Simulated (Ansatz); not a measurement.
Reaction (ligand exchange at a B–N bond): `BN(CC)[SiH2]Cl` + HCl → `BCl` + `CCN[SiH2]Cl`

Gas-phase electronic energies from Ansatz, PBE0-D4/def2-TZVP geometries. CBS: MP2 limit from def2 TZ/QZ plus the TZ coupled-cluster correction, frozen cores. This one scheme is used for every species. DFT in def2-TZVPP. B3LYP here is the variant with VWN-RPA as its local correlation; programs differ in this. One conformer a species, not always the lowest.

`BN(CC)[SiH2]Cl`:

Z-matrix (Å, degrees):
```
C
N 1 1.469
C 1 1.516 2 112.3
H 1 1.092 2 108.0 3 121.7
H 1 1.095 2 109.2 3 -122.7
B 2 1.400 1 121.2 3 -91.6
Si 2 1.734 1 117.6 3 89.6
H 3 1.092 1 111.3 2 -59.5
H 3 1.092 1 110.5 2 -179.5
H 3 1.092 1 110.4 2 60.6
H 6 1.197 2 119.3 1 179.6
H 6 1.199 2 119.2 1 -0.4
Cl 7 2.058 2 110.1 1 69.2
H 7 1.481 2 110.2 1 -46.8
H 7 1.474 2 109.5 1 -171.3
```

HCl:

```xyz
2

Cl   -0.342    0.413   -0.348
H     0.342   -0.413    0.348
```

`BCl`:

Z-matrix (Å, degrees):
```
B
Cl 1 1.733
H 1 1.190 2 118.1
H 1 1.190 2 118.1 3 180.0
```

`CCN[SiH2]Cl`:

```xyz
13

C     0.946   -1.284   -0.744
C     1.015    0.102   -0.127
N    -0.008    0.352    0.873
Si   -1.484    1.128    0.563
Cl   -2.839    0.034   -0.570
H     1.065   -2.057    0.021
H     1.741   -1.421   -1.482
H    -0.016   -1.443   -1.235
H     0.910    0.860   -0.909
H     2.003    0.262    0.319
H     0.041   -0.272    1.664
H    -2.149    1.392    1.858
H    -1.225    2.348   -0.233
```

```csv
level,ΔE (kJ/mol),difference from CCSD(T)/CBS
PBE-D4,38.8,-3.8
r2SCAN-D4,37.8,-4.8
PBE0-D4,38.6,-4.0
B3LYP-D4,40.8,-1.8
ωB97X-V,37.9,-4.7
B2PLYP,37.0,-5.6
PBE0,33.9,-8.7
HF/def2-TZVPP,25.4,-17.2
MP2/def2-TZVPP,44.3,1.7
CCSD/def2-TZVPP,42.3,-0.3
CCSD(T)/def2-TZVPP,44.5,1.9
HF/def2-QZVPP,25.9,-16.7
MP2/def2-QZVPP,43.3,0.7
SCS-MP2/def2-QZVPP,40.8,-1.8
HF/CBS(def2),26.0,-16.6
MP2/CBS(def2),42.3,-0.3
CCSD(T)/CBS,42.6,0
```

Largest T1 diagnostic among the species: 0.012.

The D4 term adds +8.3 kJ/mol with B3LYP and +4.7 kJ/mol with PBE0; it sums over pairs of atoms, weighted by their polarisabilities, and B3LYP, whose exchange is more repulsive, gets the larger term. In def2-TZVPP, CCSD(T) changes the Hartree–Fock value by +19.1 kJ/mol (the triples alone add +2.2 kJ/mol) and MP2 by +18.8 kJ/mol.
